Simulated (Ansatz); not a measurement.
Ansatz (an electronic-structure program) input:
A basis named .json is the Basis Set Exchange file of that set.

Ansatz 0.2 input:
```yaml
crystal:
  periodic: [false, false, false]
  atoms:
    - {symbol: Pb, position_ang: [-0.00000000, -0.00000000, -0.17080970]}
    - {symbol: O, position_ang: [0.00000000, 0.00000000, 1.75079948]}
basis:
  gaussian:
    orbitals: def2-TZVPPD.json
magnetization: {spin_polarized: true, initial_magnetization: 2}
correlation: {method: ccsd_t, electrons: outside_noble_gas}
```

Q: What final total energy does it print?

A: -266.93639 Eh (CCSD(T)/def2-TZVPPD). The basis has 96 functions.

This state (charge 0, triplet) is run at the relaxed geometry of the species with charge 0 and multiplicity 1, and is a spin state other than that species' own.
